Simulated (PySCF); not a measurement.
Ge(Cl)(Br)2(Et), SMILES C[CH2][Ge]([Cl])([Br])[Br] (C₂H₅Br₂ClGe), singlet, CAM-B3LYP/def2-SVP optimised geometry.

```
11

C     -1.07    -2.05     1.55
C     -1.48    -0.58     1.53
Ge    -0.78     0.40     0.00
Cl    -1.43    -0.52    -1.83
Br    -1.52     2.57     0.00
Br     1.52     0.40     0.00
H     -1.43    -2.57     0.65
H      0.02    -2.16     1.59
H     -1.50    -2.55     2.42
H     -1.12    -0.04     2.42
H     -2.57    -0.45     1.49
```

Density from CAM-B3LYP/def2-TZVP in PySCF at that geometry.

Minimum of the electron density along straight lines between bonded atoms, close to the bond critical point (lines longer than 1.1 times the sum of covalent radii, or with two minima, are not listed):

| bond | length / Å | ρ at the minimum / e bohr⁻³ | ∇²ρ there / e bohr⁻⁵ | position (fraction from the first atom) |
|---|---|---|---|---|
| C1–C2 | 1.525 | 0.244 | -0.60 | 0.49 |
| C2–Ge3 | 1.942 | [?] | [?] | 0.52 |
| Ge3–Cl4 | 2.154 | [?] | 0.16 | 0.43 |
| Ge3–Br5 | 2.298 | 0.096 | 0.05 | 0.43 |
| Ge3–Br6 | 2.301 | 0.096 | 0.05 | 0.43 |
| C1–H7 | 1.100 | 0.275 | -0.94 | 0.64 |
| C1–H8 | 1.100 | 0.275 | -0.94 | 0.64 |
| C1–H9 | 1.100 | 0.273 | -0.93 | 0.64 |
| C2–H10 | 1.101 | 0.273 | -0.92 | 0.65 |
| C2–H11 | 1.101 | 0.273 | -0.92 | 0.65 |

Problem. Some entries are withheld; supply them.

Solution. 
- C2–Ge3, ρ at the minimum / e bohr⁻³: 0.136
- C2–Ge3, ∇²ρ there / e bohr⁻⁵: 0.02
- Ge3–Cl4, ρ at the minimum / e bohr⁻³: 0.106
